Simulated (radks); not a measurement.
Q: These are the eigenvalues of the occupied orbitals of an atom or ion with whole-number occupations (Ry). All-electron calculation, Dirac Kohn-Sham, exchange-only PBE, spin-unpolarised, spherical densities, finite nucleus; Fermi nuclear charge, rms radius of each element as measured or else 0.836 A^(1/3) + 0.57 fm. Program: a radial shooting solver on a logarithmic mesh with Libxc functionals.

1s1/2: -1984.600
2s1/2: -324.6499
2p1/2: -304.8505
2p3/2: -290.6632
3s1/2: -87.65343
3p1/2: -79.71999
3p3/2: -77.11541
3d3/2: -63.16766
3d5/2: -62.62855
4s1/2: -37.00378

Which element is it, and in what charge state? The configuration may be excited. Open shells, if any, fill j = l - 1/2 first.

A: Z = 48, cadmium, charge +18: Cd18+ in [Ar] 3d10 4s2. The list shows which subshells hold electrons but not how many an open one holds; the 1s level, -992.3 hartree, gives Z - s = 44.5 by -(Z - s)^2/2, which with screening and relativity narrows Z to a few neighbours, and the depths of the outer levels then fix element, charge and occupations together.
